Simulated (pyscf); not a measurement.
# `[SH][Zn]`, doublet

Gas-phase minimum from PySCF at ωB97X-D3(BJ)/def2-SVP, one conformer. 

SMILES: [SH][Zn]
```xyz
3

S      0.4519    -0.4739    -0.3535
Zn     2.0088     1.1432    -0.3261
H      0.4764    -0.5720     0.9929
```
Charge 0, spin multiplicity 2.

Bond lengths (Å): S1–Zn2 2.245, S1–H3 1.350. Angles (°): Zn2–S1–H3 91.6.

Properties at ωB97X-D3(BJ)/def2-SVP:

```yaml
harmonic_wavenumbers_unscaled: 340, 583, 2738 cm⁻¹
zero_point_energy: 5.2 kcal/mol
rotational_symmetry_number: 1
Entropy of this conformer at 298 K and 1 atm, rigid rotor and harmonic oscillator, modes under 100 cm⁻¹ raised to 100: 268.9 J/(mol K)
dipole_moment: 2.78 D
Spin expectation value S2: 0.755
```

Single-point totals, which compare only within one level (frozen core for MP2 and CC):

```json
[
 {"level": "ωB97X-D3(BJ)/def2-TZVP", "total energy (hartree)": "-2178.16732"},
 {"level": "PBE/def2-TZVP", "total energy (hartree)": "-2177.75888"},
 {"level": "r²SCAN/def2-TZVP", "total energy (hartree)": "-2178.15529"},
 {"level": "B3LYP-D3(BJ)/def2-TZVP", "total energy (hartree)": "-2178.27238"},
 {"level": "PBE0-D3(BJ)/def2-TZVP", "total energy (hartree)": "-2177.81106"},
 {"level": "M06-2X/def2-TZVP", "total energy (hartree)": "-2178.15537"},
 {"level": "ωB97M-D3(BJ)/def2-TZVP", "total energy (hartree)": "-2178.27276"},
 {"level": "UHF/def2-TZVPP", "total energy (hartree)": "-2175.94197"},
 {"level": "MP2/def2-TZVPP", "total energy (hartree)": "-2176.92931"},
 {"level": "CCSD/def2-TZVPP", "total energy (hartree)": "-2176.86857"},
 {"level": "CCSD(T)/def2-TZVPP", "total energy (hartree)": "-2176.89399"}
]
```

The CCSD(T) − MP2 part came from Ansatz, without density fitting, on the same reference. The frozen core leaves the outer d or s,p core shells of the metals and heavy elements correlated in the MP2 and CC values, and def2-TZVPP describes them poorly, so these totals are far from the basis limit. Elements up to Kr have no core potential and no relativistic terms here.
